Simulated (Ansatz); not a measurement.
The cluster Ta2O2⁺, relaxed as a doublet with UKS PBE0-D4/def2-TZVP in Ansatz, starting from the GFN2-xTB geometry. Force threshold 0.02 eV/Å.

In the def2 sets Ta takes a core potential; there is no spin–orbit coupling. The charge 1 doublet is spin-contaminated (final ⟨S²⟩ up to 0.88, 0.75 for a pure state). The relaxation made no stability test and no search for a lower SCF solution. The structure comes from a short search, and lower isomers may exist.

Start:

Cartesian coordinates in Å:
```
Ta 1.439 -0.874 -0.678
Ta -1.435 0.878 0.672
O -1.363 -0.648 -0.171
O 1.360 0.644 0.177
```

**Question.** Estimate the energy that the relaxation releases and the steps that it takes.

**Answer.** 72.0 kcal/mol, in 16 steps; 45 s on 4 threads of AMD EPYC 7B13 on a shared host. No frequencies were taken in this run, so the end may be a saddle point.

**Question.** Does the start keep its bonding and symmetry?

**Answer.** By distances, no bond broke or formed. The bond that changes most is Ta1–O3, from 2.86 to 1.91 Å (atoms count from 1). Point group C2h at the start, C2v at the end, both within 0.05 Å.

**Question.** Predict the relaxed structure.

**Answer.** 
```xyz
4

Ta    0.738   -0.628   -0.750
Ta   -0.795    0.906    0.220
O    -1.009   -0.970   -0.059
O     1.066    0.692    0.589
```
Bond lengths (bridged metal pairs left out): 4 × O–Ta 1.91 Å.
